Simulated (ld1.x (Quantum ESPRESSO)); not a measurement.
## Ce PAW: all-electron and pseudo phase curves

cerium (Ce), PAW, made with ld1.x (Quantum ESPRESSO) 7.5 (PBE, scalar-relativistic). Core [Xe], reference 4f1 5d0 6s0 6p0 (charge +3). Waves: 6s (bound, empty): rcut 3.28, rcutus 4.16 bohr; 6s channel at 3.65 Ry: rcut 3.28, rcutus 4.16 bohr; 6p (bound, empty): rcut 4.34, rcutus 5.16 bohr; 6p channel at 3.2 Ry: rcut 4.34, rcutus 5.16 bohr; 5d (bound, empty): rcut 3.66, rcutus 4.72 bohr; 5d channel at 1.05 Ry: rcut 3.66, rcutus 4.72 bohr; 4f (bound): rcut 1.20, rcutus 1.32 bohr; 4f channel at 0.15 Ry: rcut 1.20, rcutus 1.32 bohr. Local part: all-electron potential smoothed inside 4.78 bohr (lloc = -2). Core correction: Bessel-smoothed model core inside 1.10 bohr. Augmentation charge: BESSEL, radius 1.00 bohr.

The phase is arctan(r·u′/u) with u = r·R(r), unwrapped; energies in Ry, scanned from -4 to 5 Ry. A pole is an energy at which the radial function vanishes at the test radius. The pseudo phase is shifted by a multiple of π to meet the all-electron one at the reference energy, and phase errors are pseudo minus all-electron; the curves can meet again beyond the range given. Levels narrower than the energy grid can be missing from the lists of poles. Where the grid stepped over a known ghost or core level, its pole and its step of π were put in at the level’s energy.

Question: For each channel, where are the poles, and over which energies does the pseudopotential scatter like the atom?

Answer:

```
channel  radius (bohr)  reference energy (Ry)       poles, all-electron            poles, pseudo  unbroken range about the reference energy with phases within 0.05 rad  phase error 1 Ry above the reference energy (rad)
      s           5.59                  -1.52         -1.45, 0.35, 2.97       -1.45, -0.52, 2.73                                                           -1.6 to -1.2                                             -1.328
      p           5.59                  -1.18  -3.38, -1.02, 0.85, 3.58  -0.99, 1.24, 3.48, 4.47                                                           -1.2 to -0.8                                             +0.982
      d           5.59                  -1.74  -1.73, -0.25, 1.80, 4.67        -1.72, 0.43, 2.17                                                             below -1.3                                             +1.753
      f           5.59                  -2.11         -0.45, 1.03, 3.24        -0.42, 1.10, 3.88                                                             below -0.9                                             +0.006
```

Phases in the s channel:

```tsv
E (Ry)	all-electron	pseudo
-4.00	1.464	1.464
-3.52	1.454	1.453
-3.04	1.439	1.438
-2.56	1.415	1.414
-2.08	1.367	1.363
-1.60	0.470	0.395
-1.12	-1.789	-1.908
-0.64	-2.469	-4.638
-0.16	-4.521	-4.827
0.32	-4.707	-5.013
0.80	-4.805	-6.481
1.28	-5.032	-7.620
1.76	-7.449	-7.760
2.24	-7.758	-7.817
2.72	-7.830	-7.853
3.20	-7.874	-7.884
3.68	-7.923	-7.924
4.16	-8.028	-7.983
4.64	-9.714	-8.273
```
